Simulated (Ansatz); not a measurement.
```yaml
crystal:
  periodic: [false, false, false]
  atoms:
    - {symbol: B, position_ang: [-0.785155, 0.230129, 1.528175]}
    - {symbol: Si, position_ang: [0.153303, -0.829304, 0.267307]}
    - {symbol: F, position_ang: [1.426191, -1.645871, 0.923001]}
    - {symbol: B, position_ang: [0.756942, 0.377232, -1.257479]}
    - {symbol: O, position_ang: [-0.004741, 1.024966, -2.052028]}
    - {symbol: H, position_ang: [-1.841046, 0.720549, 1.127241]}
    - {symbol: H, position_ang: [-0.444844, 0.373796, 2.820498]}
    - {symbol: H, position_ang: [-0.668827, -1.945675, -0.306949]}
    - {symbol: H, position_ang: [1.931703, 0.434170, -1.524208]}
    - {symbol: H, position_ang: [-0.837496, 0.991904, -1.824369]}
basis:
  gaussian: {orbitals: def2-mTZVP}
hamiltonian: {xc: {name: LC-wPBE}}
accuracy: high
output: {forces: true}
```

```sh
$ ansatz run in.yaml --threads 4 --pin off --events-out ev --progress --plain --max-ram 10444MiB
```

It prints (some lines left out):

```
Functional definition: LC-wPBE
  name "LC-wPBE"
  cite "Vydrov & Scuseria, J. Chem. Phys. 125, 234109 (2006) doi:10.1063/1.2409292"
  cite "Heyd & Scuseria, J. Chem. Phys. 120, 7274 (2004) doi:10.1063/1.1668634"
  cite "Ernzerhof & Perdew, J. Chem. Phys. 109, 3313 (1998) doi:10.1063/1.476928"
  cite "Perdew, Burke & Ernzerhof, Phys. Rev. Lett. 77, 3865 (1996) doi:10.1103/PhysRevLett.77.3865"
  parent pbe
  parameter omega = 0.4/bohr
  exchange = pbe_x_sr(omega) + exact_x_lr(omega)
  correlation = pbe_c
2419 factors; integrals over basis functions are off by at most 1.4e-8 eV
695 factors; integrals over basis functions are off by at most 2.2e-9 eV
mean field evaluation 1: about -14066.8541 eV, gradient 5.6e1 eV
mean field evaluation 2: about -14066.4646 eV, gradient 6.3e1 eV
mean field evaluation 4: about -14071.8463 eV, gradient 1.6e0 eV
mean field evaluation 8: about -14071.8481 eV, gradient 1.4e-1 eV
mean field evaluation 16: about -14071.8483 eV, gradient 1.9e-4 eV
mean field -14071.84833108 eV, -517.1308879257 hartree, gradient 2.0e-8 eV, S^2 0.000000; 0 other end points of the search recorded, 0 dependent functions left out
the calculation of the forces begins
reference -14071.84833108 eV, -517.1308879257 hartree; 23, 23 occupied and 95, 95 virtual orbitals, 2419 factors
Total energy: -14071.84833108 eV, -517.1308879257 hartree
Atom 0 at    -0.785155     0.230129     1.528175 Å, force    -1.139601     0.844221     3.238914 eV/Å
Atom 1 at     0.153303    -0.829304     0.267307 Å, force     1.319188    -1.462156    -0.721793 eV/Å
Atom 2 at     1.426191    -1.645871     0.923001 Å, force    -0.308963     0.473302    -0.291989 eV/Å
Atom 3 at     0.756942     0.377232    -1.257479 Å, force     3.360823    -2.152762     1.922919 eV/Å
Atom 4 at    -0.004741     1.024966    -2.052028 Å, force     4.381049     2.203226    -3.766280 eV/Å
Atom 5 at    -1.841046     0.720549     1.127241 Å, force     0.718544    -0.061816     0.405523 eV/Å
Atom 6 at    -0.444844     0.373796     2.820498 Å, force    -0.653873    -0.054378    -2.592040 eV/Å
Atom 7 at    -0.668827    -1.945675    -0.306949 Å, force    -0.150391     0.333563     0.098742 eV/Å
Atom 8 at     1.931703     0.434170    -1.524208 Å, force    -0.068669    -0.042341     0.186959 eV/Å
Atom 9 at    -0.837496     0.991904    -1.824369 Å, force    -7.458107    -0.080859     1.519046 eV/Å
Dipole moment:    -0.550215     0.281930    -0.126802 e Å
```

It took 4.3 s on 4 threads of an Arm Neoverse V2 on a shared host, with 0.45 GiB of host memory at the peak.
